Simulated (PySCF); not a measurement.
B(F)2(NMe2) (C₂H₆BF₂N), SMILES CN(C)B(F)F.

Geometry optimised at B3LYP-D3(BJ)/def2-SVP. One conformer was computed; it need not be the lowest.

Calculation: B3LYP/def2-TZVP run with PySCF.

Symmetry labels are those of the subgroup C2v that the program uses (full group C2v).

Computed valence orbital energies around the gap with their symmetry:
```tsv
orbital	symmetry	energy (eV)
HOMO−7	B1	-12.47
HOMO−6	A1	-11.79
HOMO−5	A2	-11.63
HOMO−4	B2	-11.22
HOMO−3	A2	-11.06
HOMO−2	A1	-10.62
HOMO−1	B2	-10.45
HOMO	B1	-7.15
LUMO	A1	0.47
LUMO+1	B1	1.33
LUMO+2	A1	1.54
LUMO+3	B2	1.71
```
